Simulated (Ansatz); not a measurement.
Species: fluoro(trimethyl)silane, C₃H₉FSi (charge 0, singlet). 
Coordinates optimised at B3LYP-D3(BJ)/def2-TZVP (Ansatz, a quantum-chemistry and plane-wave program):
SMILES: C[Si](C)(C)F
```xyz
14

C      1.5018    -0.8629    -0.6679
Si     0.0038     0.0021     0.0286
C     -1.5516    -0.9875    -0.2520
C     -0.1576     1.7365    -0.6370
F      0.2171     0.1192     1.6297
H      1.4167    -0.9726    -1.7519
H      2.4141    -0.3003    -0.4592
H      1.6157    -1.8605    -0.2387
H     -2.4170    -0.4974     0.1988
H     -1.4666    -1.9863     0.1811
H     -1.7506    -1.1018    -1.3205
H     -1.0099     2.2524    -0.1898
H     -0.3046     1.7238    -1.7199
H      0.7390     2.3237    -0.4280
```

Total electronic energies in hartree. Cores are frozen in the correlated levels unless marked. Spin-orbit coupling is left out. No relativistic terms. CBS marks a two-point X^-3 extrapolation of the correlation energy; Hartree-Fock from the larger set.

```
level                                 program  energy (Eh)
------------------------------------  -------  -----------
HF/aug-cc-pV(T+d)Z                     Ansatz   -507.42954
PBE/def2-TZVPD                         Ansatz   -508.85599
PBE0/6-31G*                            Ansatz   -508.78512
r2SCANh/def2-TZVPD                     Ansatz   -509.12907
wB97X-V/def2-TZVPD                     Ansatz   -509.17032
MP2/cc-pVTZ                            Ansatz   -508.33250
CCSD/STO-3G                            Ansatz   -501.45560
CCSD/cc-pV(T+d)Z                       Ansatz   -508.38781
CCSD(T)/CBS(cc-pV(T+d)Z,cc-pV(Q+d)Z)   Ansatz    -508.5486
```

Totals of different functionals don't rank their quality; only differences between species are comparable.
